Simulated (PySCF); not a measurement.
A structure optimised at PBE-D3(BJ)/def2-SVP, used in a PySCF frequency run:

```
Si
O 1 1.6627
H 2 0.9739 1 114.01
O 1 1.6678 2 104.95 3 -37.59
H 4 0.9732 1 114.21 2 179.08
N 1 1.7163 2 112.23 3 -161.66
H 6 1.0218 1 118.03 2 -94.98
H 6 1.0230 7 111.38 1 -142.78
Cl 1 2.0872 2 111.38 3 81.12
```

Question: Write its SMILES and formula.

Answer: N[Si](O)(O)Cl, ClH4NO2Si

Question: What are its rotational constants (standard atomic weights)?

Answer: 3.7416, 2.3657, 2.2521 GHz
